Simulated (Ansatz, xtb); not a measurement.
**C5H4N2O2: which of two isomers lies lower**

Structure a: `O=Cc1cnn(C=O)c1`, a singlet. Structure b: `O=Cc1ccn(C=O)n1`, a singlet. Both are isolated molecules in the gas phase, relaxed with B3LYP/def2-SVP, each in the lowest conformer that the search found.

**Question.** Estimate which is lower in electronic energy at CCSD(T)/def2-SVP + ΔMP2/def2-TZVPP, and by roughly how much.

**Answer.** CCSD(T)/def2-SVP + ΔMP2/def2-TZVPP gives E(b) − E(a) = −0.044 eV, favouring structure b, but this leans on the basis-set step: CCSD(T) alone gives −0.036 eV.

The same difference at several levels:

| level | geometry | E(b) − E(a) (eV) | departure from the last row (eV) | job, with rough time for the two |
| --- | --- | --- | --- | --- |
| GFN2-xTB | GFN2-xTB | +0.030 | +0.074 | optimisation, 0.44 s |
| HF/STO-3G | GFN2-xTB | 0.000 | +0.044 | single point, 2.1 s |
| r2SCAN-D4/def2-SVP | GFN2-xTB | −0.051 | −0.007 | single point, 9.6 s |
| B3LYP/def2-SVP | B3LYP/def2-SVP | −0.038 | +0.006 | optimisation, 1.9 min |
| HF/def2-SVP | B3LYP/def2-SVP | +0.001 | +0.045 | part of the CCSD(T) run |
| MP2/def2-SVP | B3LYP/def2-SVP | −0.076 | −0.032 | part of the CCSD(T) run |
| CCSD(T)/def2-SVP | B3LYP/def2-SVP | −0.036 | +0.008 | single point |
| CCSD(T)/def2-SVP + ΔMP2/def2-TZVPP | B3LYP/def2-SVP | −0.044 |  | single point, 8 min |

As drawn, both hold the same kinds of bond in the same numbers.

GFN2-xTB puts the two in the other order. HF/STO-3G, HF/def2-SVP find them nearly level. The largest departure from CCSD(T)/def2-SVP + ΔMP2/def2-TZVPP is that of GFN2-xTB, 0.074 eV. The last row adds to CCSD(T) the change of the MP2 difference between the two basis sets, here −0.008 eV.

With thermal terms from frequencies at re-optimised GFN2-xTB minima (ideal gas, soft modes damped towards free rotors, one conformer each, 298.15 K, 1 atm): the zero-point term adds −0.001 eV; ΔH is −0.045 and ΔG −0.041 eV.

The correlated steps freeze 9 core orbitals. Programs: Ansatz 0.2.0, xtb 6.7.1; the last row on 2 threads of AMD EPYC (Zen 3) on a shared host.
